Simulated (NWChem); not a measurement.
System: CH2F3In; SMILES F[C](F)(F)[InH2]

Here is an NWChem input.

```
start job
memory heap 200 mb stack 900 mb global 1100 mb
geometry units angstroms noautoz
  In    -0.011583    -1.022349    -0.005394
  C     -0.012718     1.205614    -0.022438
  F     -1.215168     1.744621    -0.282352
  F      0.837940     1.711832    -0.933488
  F      0.373601     1.690025     1.175174
  H      1.538099    -1.778251     0.025954
  H     -1.542824    -1.816496    -0.005143
end
basis spherical
  In library sto-3g
  C library sto-3g
  F library sto-3g
  H library sto-3g
end
dft
  xc hfexch
  iterations 150
  mulliken
end
task dft energy
```

The geometry was optimised at PBE0/def2-SVP (def2 core potentials past Kr).

Q: Predict the main results of this run. (Hartree-Fock/STO-3G, non-relativistic.) Quantities: basis functions; energy (Ha); highest occupied level (eV); orbital gap (eV); dipole (D).

A: 
```
Quantity                        Value
---------------------------  --------
number of basis functions          49
energy (Ha)                  -6015.55
highest occupied level (eV)     -7.33
orbital gap (eV)                12.34
dipole (D)                       2.54
```
